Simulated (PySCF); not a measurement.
# NaTl and its ions

PBE; Na aug-cc-pVDZ, Tl aug-cc-pVDZ-PP with ECP60; scalar-relativistic core potentials (PySCF 2.14). Neutral (UKS): singlet (closed shell), Re = 3.279 Å, ωe = 132 cm⁻¹, De = 0.87 eV, HOMO -2.92 eV, LUMO -2.37 eV.

NaTl⁺ (UKS): doublet (σ ↑), Re = 3.659 Å, ωe = 85.6 cm⁻¹. The energies at the minima are -334.72090 hartree for NaTl and -334.53801 for NaTl⁺.

(1) Work out the adiabatic ionisation energy, without and with harmonic zero-point energies (1 hartree = 27.2114 eV, 1 eV = 8065.5 cm⁻¹), and the change of the bond length.

Closed-shell solutions of metal pairs were not tested for spin polarisation, which can lower them a little. Spin–orbit coupling is left out, which matters for elements this heavy, above all for dissociation energies. States were picked by a PBE0 search and need not be the measured ground states.

Answers

(1) At PBE: 0.18289 hartree = 4.977 eV between the minima; the zero-point term (85.6 − 132.0)/2 cm⁻¹ = -0.003 eV makes it 4.974 eV. Re changes by +38.0 pm against the neutral. Minus the HOMO energy is 2.92 eV, -2.06 eV from the value between the minima; self-interaction puts the Kohn–Sham level too high, less so with exact exchange. The electron leaves a σ orbital, and the longer bond of the ion fits a bonding orbital, or a change in how ionic the bond is.
